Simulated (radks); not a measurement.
Q: The table gives one normalised radial function P(r) = r R(r) of Si8+ in [He] 2s2 2p2 (r in bohr). All-electron calculation, scalar-relativistic Kohn-Sham, PBE, spin-polarised, spherical densities, point nucleus; open shells are filled with parallel spins first. Program: a radial shooting solver on a logarithmic mesh with Libxc functionals.

r          P
0.01056   0.2839
0.01279   0.3327
0.01562   0.3894
0.01893   0.4488
0.02312   0.5141
0.02801   0.5775
0.03421   0.6395
0.04146   0.6891
0.05063   0.7211
0.06135   0.7222
0.07494   0.6791
0.0908    0.5818
0.1109    0.4103
0.1344    0.1724
0.1641   -0.1467
0.1989   -0.5019
0.2429   -0.8828
0.2943   -1.2051
0.3595   -1.4303
0.4356   -1.4898
0.532    -1.3701
0.6446   -1.1109
0.7873   -0.7684
0.954    -0.4573
1.165    -0.2173
1.412    -0.0840
1.724    -0.0232

Which n and l does it have? It may be an empty orbital.

A: n = 2, l = 0: the number of nodes gives n - l - 1 = 1, the rise at small r (about r^(l+1)) gives l, and the extent must fit the shell. The curve is that of 2s up; the table hardly tells the two spins apart. 2s up: eigenvalue -363.15 eV, 1 radial node at r = 0.150 bohr, <r> = 0.502 bohr, 90 % of the charge inside 0.773 bohr.
